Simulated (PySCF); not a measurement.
Correlation energy of Be⁺ (beryllium, charge +1)

[He] 2p1, 2P determinant (an excited configuration). All numbers are calculated (PySCF 2.14, the spin-free X2C one-electron Hamiltonian (Gaussian nucleus), in aug-cc-pCVTZ-DK). Frozen: nothing; 3 electrons correlated.

| level | correlation energy (mhartree) |
| --- | --- |
| CCSD | -43.43 |
| (T) | -0.02 |
| CCSD(T) | -43.45 |
| CCSDT | -43.46 |

Diagnostics: T1 = 0.0021, D1 = 0.0052, largest double amplitude 0.016.

**Question.** Is a single reference adequate?

**Answer.** Yes: T1 lies below 0.03 and no double amplitude reaches 0.07.
